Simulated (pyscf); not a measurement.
`[Cl][SiH2][SiH2][Cl]` -> `[Cl][SiH2][SiH2][Cl]` (concerted two-bond exchange; singlet surface; Cl–Si, Cl–Si broken, Cl–Si, Cl–Si formed). Single points on ωB97X-D3(BJ)/def2-SVP structures (PySCF, gas phase). MP2 and CC: frozen core, UHF for open shells. ΔMP2 is the change of the MP2 total energy from the triple- to the quadruple-zeta basis. Energies in kcal/mol from the reactant's lowest minimum found.

| level | barrier | reaction energy |
|---|---|---|
| ωB97X-D3(BJ)/def2-TZVP | 48.3 | 0.0 |
| PBE0-D3(BJ)/def2-TZVP | 46.7 | 0.0 |
| ωB97M-D3(BJ)/def2-TZVP | 46.8 | 0.0 |
| HF/def2-TZVP | [?] | 0.0 |
| MP2/def2-QZVPP | 49.7 | 0.0 |
| CCSD/def2-TZVPP | 53.0 | 0.0 |
| CCSD(T)/def2-TZVPP + ΔMP2(QZVPP) | [?] | 0.0 |

Q: What belongs in the gaps?

A: 
- HF/def2-TZVP, barrier: 59.9
- CCSD(T)/def2-TZVPP + ΔMP2(QZVPP), barrier: 50.2

One saddle was located; it need not be the lowest between these sides. The CCSD(T) − MP2 part came from Ansatz, without density fitting, on the same reference.
